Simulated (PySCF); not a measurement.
1,1-dichloro-3-fluoropropa-1,2-diene (C₃HCl₂F), SMILES FC=C=C(Cl)Cl. Coordinates come from a PBE0-D3(BJ)/def2-SVP optimisation.

The numbers are results of PBE0-D3(BJ)/def2-SVP in PySCF 2.14.0, not measurements.

Harmonic wavenumbers (cm⁻¹): 97, 125, 271, 280, 441, 503, 507, 679, 876, 895, 1102, 1268, 1468, 2103, 3199. Rotational constants (GHz): 3.168, 1.283, 0.9482; symmetry number 1.

### Question
Work out the zero-point energy and the ideal-gas rigid-rotor harmonic-oscillator thermochemistry at 298.15 K and 1 atm.

### Answer
ZPE = ½ Σ hcν = ½ × 13813 cm⁻¹ = 19.75 kcal/mol. H − E(el) = 24.20 kcal/mol. Entropy in cal/(mol K): translation 40.43, rotation 28.81, vibration 12.52, total 81.76. G − E(el) = -0.17 kcal/mol. Cp = 21.57 cal/(mol K). Modes under 150 cm⁻¹ make the vibrational entropy uncertain.
